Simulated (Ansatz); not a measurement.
A search over several starts for the lowest SCF solution of CrO2(NH2)2 (CrN₂O₂H₄) at the given spin, in a small basis.

```yaml
crystal:
  periodic: [false, false, false]
  atoms:
    - {symbol: Cr, position_ang: [0.505523, 0.000691, 0.354891]}
    - {symbol: N, position_ang: [-0.321933, 1.487360, -0.219930]}
    - {symbol: N, position_ang: [-0.313503, -1.488221, -0.226164]}
    - {symbol: O, position_ang: [0.429114, -0.003479, 1.905318]}
    - {symbol: O, position_ang: [1.937767, 0.006708, -0.243702]}
    - {symbol: H, position_ang: [-1.055311, 1.952474, 0.306669]}
    - {symbol: H, position_ang: [-0.074281, 1.960731, -1.083675]}
    - {symbol: H, position_ang: [-0.066518, -1.954000, -1.094227]}
    - {symbol: H, position_ang: [-1.040848, -1.962266, 0.300821]}
basis:
  gaussian: {orbitals: def2-SVP, initial_orbitals: start.molden}
hamiltonian: {xc: pbe0, dispersion: d4}
output: {orbitals: {seedname: orbitals}}
```

The file start.molden holds the orbitals of an earlier run on this structure, at another level or in another basis.

```sh
$ ansatz run in.yaml --threads 2 --pin off --events-out ev --progress --plain --max-ram 4352MiB
```

It prints (some lines left out):

```
Functional definition: PBE0
1111 factors; integrals over basis functions are off by at most 1.7e-3 eV
mean field evaluation 1: about -35432.7636 eV, gradient 1.4e2 eV
mean field evaluation 2: about -35476.8679 eV, gradient 6.8e1 eV
mean field evaluation 4: about -35528.8314 eV, gradient 5.6e1 eV
mean field evaluation 8: about -35538.2650 eV, gradient 9.8e-1 eV
mean field evaluation 16: about -35537.2307 eV, gradient 2.1e1 eV
mean field evaluation 32: about -35538.2712 eV, gradient 1.0e-4 eV
mean field -35538.27120684 eV, -1306.0073781460 hartree, gradient 8.6e-5 eV, S^2 0.000000; 1 other end points of the search recorded, 0 dependent functions left out
reference -35538.27127160 eV, -1306.0073805257 hartree; 29, 29 occupied and 78, 78 virtual orbitals, 1111 factors
Total energy: -35538.45065480 eV, -1306.0139727370 hartree
```

Hardware: 2 threads of Arm Neoverse V1 on a shared host. Wall time 4.1 s.

The restricted singlet is unstable towards broken spin symmetry in Hartree–Fock (as tested in another run); at PBE0-D4/def2-SVP this wasn't settled.
